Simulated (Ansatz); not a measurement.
Born–Oppenheimer molecular dynamics of AlH8N2OP (13 atoms, charge 0, multiplicity 1). It starts at the highest image of a converged band. Of that band: A vibrational analysis at the climbing image gives 2 clearly imaginary modes (1145i, 57i cm⁻¹): a point of higher order. A lower path may pass nearby, or the ends, which weren't checked, may share the extra mode.

Level of theory: RKS B3LYP/6-31G* (Ansatz).

- ensemble: NVE (velocity Verlet)
- time step: 0.5 fs
- steps asked: 200
- starting velocities drawn for: 100 K
- seed: 10983

First frame:

```xyz
13
Properties=species:S:1:pos:R:3
Al 0.113 0.243 -0.105
O 0.205 -0.036 1.733
H -0.584 -0.363 2.199
N 1.568 -0.128 -1.063
H 1.570 -0.806 -1.815
H 2.450 0.364 -1.027
N -1.528 -0.135 -0.711
H -2.350 -0.312 -0.148
H -1.805 0.053 -1.667
P 0.334 2.713 0.636
H -0.732 3.207 1.431
H 1.403 3.091 1.490
H 0.226 1.220 1.644
```

Problem. What does the run give?

Solution. All steps were run.

| Item | Value |
| --- | --- |
| steps done | 200 |
| time covered | 100 fs |
| mean temperature over the second half | 701 K |
| spread of the potential energy over the second half | 5.7 meV per atom |
| mean potential energy of the second half above the start | -65.7 meV per atom |

The conserved energy stayed within 0.13 meV per atom of its start (net change 0.0048 meV per atom), so the integration is sound. The kinetic energy rose, since the run started high on the potential surface and went downhill. It ends in pieces (AlH5N2O + H3P), so much of that is their flight and rotation, not heat. A run of 0.1 ps of so small a system gives no equilibrium averages. The orbitals stay closed-shell, which can raise the energy where a bond breaks towards radicals; this wasn't checked here.

Problem. What happens to the structure?

Solution. Between its relaxed ends the band would form Al1–P10, O2–H13 and break P10–H13. These pairs go: Al1–P10 2.59 → 4.05 Å, O2–H13 1.26 → 5.57 Å, P10–H13 1.80 → 1.38 Å. In the last frame they stand as before the step (other bonds may differ from the relaxed reactants and products). It ends as AlH5N2O + H3P. Pairs count as bonded within 1.25 times the sum of covalent radii (0.12 Å more for H–H). The details hang on the random start.

Problem. How do temperature and energy run in time?

Solution. 
| time (fs) | T (K) | potential energy less start (eV) | conserved less start (meV/atom) |
| --- | --- | --- | --- |
| 0 | 100 | 0.000 | 0.00 |
| 8 | 100 | 0.001 | 0.05 |
| 16 | 168 | -0.095 | 0.12 |
| 24 | 348 | -0.352 | 0.08 |
| 32 | 564 | -0.660 | 0.00 |
| 40 | 722 | -0.884 | 0.02 |
| 48 | 801 | -0.996 | 0.01 |
| 56 | 792 | -0.984 | -0.05 |
| 64 | 679 | -0.823 | 0.03 |
| 72 | 751 | -0.925 | 0.05 |
| 80 | 666 | -0.804 | 0.08 |
| 88 | 649 | -0.780 | 0.09 |
| 96 | 609 | -0.724 | 0.04 |

Time of the run: 8.7 min on 2 threads of Arm Neoverse V2 (shared host), peak memory 0.22 GiB.
